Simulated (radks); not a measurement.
All-electron atom: the rhenium ion Re44+ in [Ar] 3d10 4s2 4p1 (the NIST ground configuration).

Method: scalar-relativistic Kohn-Sham, LB94 model potential, spin-polarised, spherical densities, finite nucleus; open shells are filled with parallel spins first (spin-orbit coupling, left out, can overturn this in heavy ions); Fermi nuclear charge, rms radius 5.3698 fm; computed with a radial shooting solver on a logarithmic mesh with Libxc functionals.

Energy parts (eV):
| part | energy |
|---|---|
| kinetic | 466582.85 |
| electron-nucleus | -961032.22 |
| Hartree | 82677.00 |
(The LB94 potential has no energy functional, so no total or exchange-correlation energy is given.)

Orbitals (lengths in bohr, moments of r in powers of bohr; <r^-3> diverges for s and p1/2; r(90%) holds 90 % of the orbital's charge):
orbital  occ.  eigenvalue (eV)  <1/r>  r(90%)  <r^-3>
1s up       1        -74085.84  88.82  0.0328       -
1s down     1        -74085.78  88.82  0.0328       -
2s up       1        -14653.55  20.82   0.118       -
2s down     1        -14652.93  20.82   0.118       -
2p up       3        -13078.35  18.82   0.111   21010
2p down     3        -13077.41  18.82   0.111   21010
3s up       1        -4972.219  7.822   0.284       -
3s down     1        -4972.031  7.818   0.284       -
3p up       3        -4505.173  7.233   0.288    4879
3p down     3        -4505.038  7.230   0.289    4875
3d up       5        -3990.921  6.842   0.269   629.1
3d down     5        -3990.742  6.840   0.269   628.8
4s up       1        -2414.648  3.847   0.546       -
4s down     1        -2413.881  3.858   0.545       -
4p up       1        -2237.631  3.609   0.564    1662
4p down     0        -2236.527  3.620   0.563    1673

The highest occupied level is 4p up at -2237.6 eV. The density falls to 0.001 e/bohr^3 at r = 0.94 bohr. The spin density at the nucleus is -22.92 e/bohr^3 (1s -10.98, 2s 12.63, 3s 21.42, 4s -45.99). For comparison, the ionisation energy in NIST's Atomic Spectra Database is 2302 eV (theoretical). In exact Kohn-Sham theory the highest level is minus the ionisation energy, but local and semilocal functionals leave it too shallow, through self-interaction and a potential that decays too fast; potentials with the right tail come closer. Spin moment in Bohr magnetons: 1.
